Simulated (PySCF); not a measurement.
**Zn²²⁺ (zinc, charge +22) across methods**

[He] 2s2 2p4, high-spin 3P determinant. Computed with PySCF 2.14 in an uncontracted even-tempered set (18 s from 4.6 bohr⁻², ratio 2.2; 11 p from 6 bohr⁻², ratio 2.2; 6 d from 30 bohr⁻², ratio 2.4; 5 f from 45 bohr⁻², ratio 2.4; 5 g from 68 bohr⁻², ratio 2.4), with no relativity, point nucleus.

| method | E (hartree) | mean ε 2s β (eV) | mean ε 2p α (eV) | mean ε 2p β (eV) | Σ⟨r²⟩ (bohr²) | ⟨S²⟩ |
| --- | --- | --- | --- | --- | --- | --- |
| M06-2X | -1413.216 | -2145.2 | -2066.5 | -2043.5 | 0.2935 | 2.000 |
| PBE0 | -1412.944 | -2133.1 | -2050.6 | -2029.4 | 0.2938 | 2.000 |
| UHF | -1412.91323 | -2169.5 | -2095.7 | -2070.6 | 0.2933 | 2.000 |
| PBE | -1412.858 | -2120.3 | -2035.1 | -2015.1 | 0.2939 | 2.000 |
| LDA | -1410.158 | -2118.0 | -2033.6 | -2011.3 | 0.2943 | 2.000 |
| PBEsol | -1411.660 | -2118.9 | -2034.2 | -2013.0 | 0.2941 | 2.000 |

(1) Estimate the same row for r2SCAN.

Answers

(1) E (hartree) = -1413.175; mean ε 2s β (eV) = -2124.4; mean ε 2p α (eV) = -2042.4; mean ε 2p β (eV) = -2020.9; Σ⟨r²⟩ (bohr²) = 0.2935; ⟨S²⟩ = 2.000.
